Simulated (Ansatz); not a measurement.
`C[SiH]([SiH3])[SiH3]` → `[SiH3][SiH3]` + `C[SiH]`  (silylene formation by 1,1-elimination)

Isolated molecules relaxed with PBE0-D4/def2-TZVP in Ansatz; ΔE leaves out vibrations. CCSD(T)/CBS adds triple-zeta CCSD(T) − MP2 to the extrapolated MP2 energy (def2 sets, frozen cores). This one scheme is used for every species. Functionals use def2-TZVPP. B3LYP here is the variant with VWN-RPA as its local correlation; programs differ in this. HSE06 is defined as in plane-wave codes.

| level | ΔE (kJ/mol) | difference from CCSD(T)/CBS |
| --- | --- | --- |
| LDA (SPW92) | 269.3 | 31.2 |
| PBE-D4 | 250.0 | 11.9 |
| revPBE-D4 | 245.0 | 6.9 |
| BLYP-D4 | 224.7 | -13.4 |
| r2SCAN-D4 | 259.0 | 20.9 |
| PBE0-D4 | 257.2 | 19.1 |
| B3LYP-D4 | 234.1 | -4.0 |
| r2SCANh-D4 | 259.7 | 21.6 |
| r2SCAN0-D4 | 260.8 | 22.7 |
| HSE06-D4 | 256.9 | 18.8 |
| BHLYP-D4 | 242.2 | 4.1 |
| CAM-B3LYP-D4 | 237.2 | -0.9 |
| ωB97X-V | 247.7 | 9.6 |
| B2PLYP | 227.9 | -10.2 |
| PBE-QIDH | 255.3 | 17.2 |
| PBE | 238.4 | 0.3 |
| revPBE | 223.7 | -14.4 |
| r2SCAN | 255.5 | 17.4 |
| PBE0 | 246.6 | 8.5 |
| B3LYP | 215.9 | -22.2 |
| r2SCANh | 255.9 | 17.8 |
| r2SCAN0 | 256.5 | 18.4 |
| HSE06 | 246.7 | 8.6 |
| BHLYP | 225.1 | -13.0 |
| CAM-B3LYP | 225.9 | -12.2 |
| LC-ωPBE | 254.6 | 16.5 |
| RPA@PBE/def2-TZVPP | 214.8 | -23.3 |
| HF/def2-SVP | 208.0 | -30.1 |
| MP2/def2-SVP | 240.6 | 2.5 |
| CCSD/def2-SVP | 219.2 | -18.9 |
| CCSD(T)/def2-SVP | 223.4 | -14.7 |
| HF/def2-TZVPP | 208.4 | -29.7 |
| SCS-MP2/def2-TZVPP | 233.6 | -4.5 |
| CCSD/def2-TZVPP | 226.6 | -11.5 |
| CCSD(T)/def2-TZVPP | 232.2 | -5.9 |
| MP2/def2-QZVPP | 250.7 | 12.6 |
| SCS-MP2/def2-QZVPP | 237.1 | -1.0 |
| HF/CBS(def2) | 207.9 | -30.2 |
| MP2/CBS(def2) | 253.4 | 15.3 |
| CCSD/CBS(def2) | 232.6 | -5.5 |
| CCSD(T)/CBS | 238.1 | 0 |

Largest T1 diagnostic among the species: 0.013.

From BLYP to BHLYP (50 % exact exchange), in def2-TZVPP and without D4, ΔE moves by +22.6 kJ/mol. Leaving LDA and LC-ωPBE aside and taking each functional with its dispersion term where it has one, the values spread over 36.0 kJ/mol, from BLYP-D4 to r2SCAN0-D4. LDA lies +30.9 kJ/mol from PBE without D4. In def2-TZVPP, CCSD(T) changes the Hartree–Fock value by +23.7 kJ/mol (the triples alone add +5.6 kJ/mol) and MP2 by +39.0 kJ/mol.
